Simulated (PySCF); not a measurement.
**From computed data to an observable: oscillator strength and radiative lifetime**

C7H2F4N2O2, SMILES o1c(-c2nnc(o2)C(F)(F)F)ccc1F.

The structure is a stationary point at B3LYP-D3(BJ)/def2-SVP. The structure was generated by enumeration, and PubChem lists no compound with its InChIKey, so it may never have been made. The values are those of a single conformer.

TDA-ωB97X/def2-SVP run with PySCF puts the first singlet state with f over 0.02 at 5.24 eV (vertical), with the transition dipole (0.316, 2.454, 0.000) in atomic units.

Task: Find the oscillator strength, the wavelength and the radiative lifetime that this transition would have in vacuum if emission retraced absorption.

Result: 
|μ|² = 6.1220 au, so |μ| = 6.29 D. ΔE = 5.24/27.211 = 0.1926 hartree. f = (2/3) ΔE |μ|² = 0.786 (the program prints 0.785).
λ = 1239.84/5.24 = 237 nm; ν = 42263 cm⁻¹.
Einstein's coefficient A = 0.6670 ν² f s⁻¹ (ν in cm⁻¹) = 9.4e8 s⁻¹, so τ = 1/A = 1.1 ns. This state is S1. The figure is the radiative limit of this one transition; relaxation, internal conversion, crossing to triplets and a medium change what is measured.
